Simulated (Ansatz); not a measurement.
MoO3 (`[O]=[Mo](=[O])=[O]`), 4 atoms. Total charge 0; spin multiplicity 1. Correlated methods include outer-core shells of Mo, which these sets cover unevenly. Mo: def2 effective core potential. All runs use 2 threads of a server CPU on a shared host. Correlated methods freeze the cores. Open-shell runs search over several starts.

Question: Give the basis size and wall time and peak host memory of each of these runs in Ansatz. UHF-MP2/def2-QZVPP energy of the cation; RHF-MP2/def2-QZVPP energy; RKS ωB97M-V/def2-QZVPP energy; RKS ωB97M-V/def2-SVP energy; RKS B2PLYP (frozen core)/def2-TZVPP energy; RKS revPBE-D4/def2-TZVPP energy; UKS PBE0-D4/def2-TZVPP energy of the cation; UKS ωB97X-V/def2-TZVPP energy of the cation; RKS B97M-V/def2-TZVPP energy; UKS B2PLYP (frozen core)/def2-TZVPP energy of the cation; RKS PBE0-D4/def2-SVP energy; UKS B3LYP-D4/def2-TZVPP energy of the cation. (Best estimate.)

Answer: The calculation gave: Other jobs shared the machine, so times are rough.

```
                              level                   job  functions  wall time  peak host memory (GiB)
               RKS PBE0-D4/def2-SVP                energy         73     0.95 s                    0.14
           RKS revPBE-D4/def2-TZVPP                energy        149      1.5 s                    0.17
               RKS ωB97M-V/def2-SVP                energy         73      3.6 s                    0.22
RKS B2PLYP (frozen core)/def2-TZVPP                energy        149        6 s                    0.35
              RKS B97M-V/def2-TZVPP                energy        149      6.5 s                    0.23
             RKS ωB97M-V/def2-QZVPP                energy        252       11 s                    0.73
                 RHF-MP2/def2-QZVPP                energy        252       12 s                    0.71
             UKS PBE0-D4/def2-TZVPP  energy of the cation        149       16 s                    0.49
UKS B2PLYP (frozen core)/def2-TZVPP  energy of the cation        149       25 s                    0.49
            UKS B3LYP-D4/def2-TZVPP  energy of the cation        149       43 s                    0.49
             UKS ωB97X-V/def2-TZVPP  energy of the cation        149       46 s                    0.63
                 UHF-MP2/def2-QZVPP  energy of the cation        252    3.3 min                    0.83
```

B3LYP here is the variant with VWN-RPA as its local correlation; programs differ in this.
